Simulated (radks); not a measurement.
Results of a calculation; reference values are marked as such.
Task: The mean radii <r> (bohr) of the occupied orbitals of an atom or ion are listed with their occupations. Code: a radial shooting solver on a logarithmic mesh with Libxc functionals. Model: scalar-relativistic Kohn-Sham, exchange-only LDA, spin-polarised, spherical densities, point nucleus.

| orbital | occ. | <r> |
|---|---|---|
| 1s up | 1 | 0.05039 |
| 1s down | 1 | 0.05039 |
| 2s up | 1 | 0.2268 |
| 2s down | 1 | 0.2264 |
| 2p up | 3 | 0.1987 |
| 2p down | 3 | 0.1982 |
| 3s up | 1 | 0.6584 |
| 3s down | 1 | 0.6615 |
| 3p up | 3 | 0.6744 |
| 3p down | 3 | 0.6790 |
| 3d up | 5 | 0.6984 |
| 3d down | 1 | 0.7105 |

Name the element and its charge. Open shells, if any, are filled with parallel spins first.

Result: Z = 30, zinc, charge +6: Zn6+ in [Ar] 3d6. The 1s radius gives Z: for a bare nucleus <r> = (2 gamma + 1)/(2Z) with gamma = sqrt(1 - (Z/c)^2), 0.04919 bohr for Z = 30, and screening makes it slightly larger (0.05039 here). The occupations add up to 24, and the charge is Z minus that.
